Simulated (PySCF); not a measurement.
MN15 on Bi⁻ (bismuth, charge -1), [Xe] 4f14 5d10 6s2 6p4, high-spin 3P determinant. Computed with PySCF 2.14 in aug-cc-pwCVDZ-PP with ECP60MDF (6s5p4d1f, 48 functions), with scalar relativity through the core potential.

```
cycle= 1 E= -214.221008263378  delta_E= -0.0209  |g|= 0.0993  |ddm|= 1.08
cycle= 2 E= -214.222127332343  delta_E= -0.00112  |g|= 0.0677  |ddm|= 0.431
cycle= 3 E= -214.22314664523  delta_E= -0.00102  |g|= 0.00797  |ddm|= 0.153
cycle= 4 E= -214.223196021091  delta_E= -4.94e-05  |g|= 0.00128  |ddm|= 0.0367
cycle= 5 E= -214.223204432608  delta_E= -8.41e-06  |g|= 0.000321  |ddm|= 0.015
cycle= 6 E= -214.223204902011  delta_E= -4.69e-07  |g|= 7.01e-05  |ddm|= 0.00378
cycle= 7 E= -214.223204916372  delta_E= -1.44e-08  |g|= 5.76e-06  |ddm|= 0.000708
cycle= 8 E= -214.22320491649  delta_E= -1.18e-10  |g|= 9.37e-07  |ddm|= 7.04e-05
converged SCF energy = -214.22320491649  <S^2> = 2.0089589  2S+1 = 3.0059667
```

Highest occupied orbital energy: 0.240 eV; ⟨L²⟩ = 2.04; populations by l: s 4.00, p 10.00, d 10.00, f 0.00.

Q: Can this result be used?

A: With care. The run converged. Energies and moments cover only the electrons outside the core potential. Spin-orbit coupling is strong in this species (close to jj coupling), so the high-spin LS determinant is a model state, not a physical level. At MN15 the highest occupied level has a positive energy, so only the finite basis holds that electron; in a semilocal or global hybrid functional this comes from self-interaction and does not mean that the real anion is unbound.
